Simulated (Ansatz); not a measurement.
Input for Ansatz (development build ahead of 0.2.0):

```yaml
crystal:
  periodic: [false, false, false]
  atoms:
    - { symbol: B, position_ang: [0.0, 0.0, 0.0] }
    - { symbol: F, position_ang: [0.87509, 0.87509, 0.87509] }
    - { symbol: F, position_ang: [0.87509, -0.87509, -0.87509] }
    - { symbol: F, position_ang: [-0.87509, 0.87509, -0.87509] }
    - { symbol: F, position_ang: [-0.87509, -0.87509, 0.87509] }
basis:
  gaussian: { orbitals: cc-pVDZ }
total_charge: -1
hamiltonian:
  xc: hf
correlation:
  method: mp2
  frozen_orbitals: { B: 1, F: 1 }
```

The input is written out in the form of the current development build from the run's settings.

Output:

```json
{
 "Converged": "yes",
 "Reference energy": "-422.71102 hartree",
 "Correlation energy": "-0.84840 hartree",
 "Total energy": "-423.55942 hartree",
 "Spin squared of the determinant": "0.000"
}
```

Caution: no diffuse functions for an anion.
